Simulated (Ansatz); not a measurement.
Cartesian coordinates (Å):
SMILES: C[NH3+]
```xyz
8

C      0.7589     0.0257    -0.0049
N     -0.7373    -0.0250     0.0047
H      1.1284    -0.8098    -0.5949
H      1.1129    -0.0477     1.0208
H      1.0691     0.9695    -0.4471
H     -1.1194     0.0409    -0.9415
H     -1.0790    -0.8979     0.4132
H     -1.1337     0.7442     0.5496
```
Charge +1, spin multiplicity 1.

All values below come from Ansatz (a program for electronic structure) with frozen-core CCSD(T)/cc-pVTZ // PBE0-D4/def2-TZVP.

```json
{
  "HF energy": "-95.61790 Ha",
  "MP2 correlation energy": "-0.39727 Ha"
}
```

Estimate the CCSD correlation energy, the (T) correction, the total energy and the T1 diagnostic.


```json
{
 "CCSD correlation energy": "-0.42486 Ha",
 "(T) correction": "-0.01349 Ha",
 "CCSD(T) total energy": "-96.05625 Ha",
 "T1 diagnostic": "0.007"
}
```
